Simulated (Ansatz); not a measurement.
Cartesian coordinates in Å:
```
N 0.768 1.324 0.999
Si 0.267 -0.287 0.763
N -1.236 -0.443 1.521
O 1.164 -1.505 1.397
O 0.340 -0.511 -0.866
Si -0.312 0.100 -2.233
H 0.799 1.713 1.927
H 1.469 1.734 0.404
H -1.590 -1.336 1.817
H -1.945 0.266 1.463
H 1.799 -1.904 0.801
H -1.744 0.451 -2.032
H -0.202 -0.923 -3.304
H 0.423 1.322 -2.657
```

The species carries charge 0 and has multiplicity 1.

List the r2SCAN/def2-TZVPP orbital energies in eV (Ansatz). (An estimate is asked.)

The calculation gave: Occupied: -1791.74, -1791.35, -515.52, -515.39, -384.58, -384.54, -141.94, -141.72, -96.85, -96.81, -96.79, -96.61, -96.56, -96.56, -26.35, -25.67, -22.26, -21.75, -14.69, -13.59, -12.72, -12.43, -11.72, -11.02, -10.63, -9.89, -9.45, -8.72, -8.09, -7.88, -7.62, -6.42, -6.38. Lowest empty: -0.12, 1.13, 1.42, 1.48, 1.65, 1.91, 2.05, 2.84.
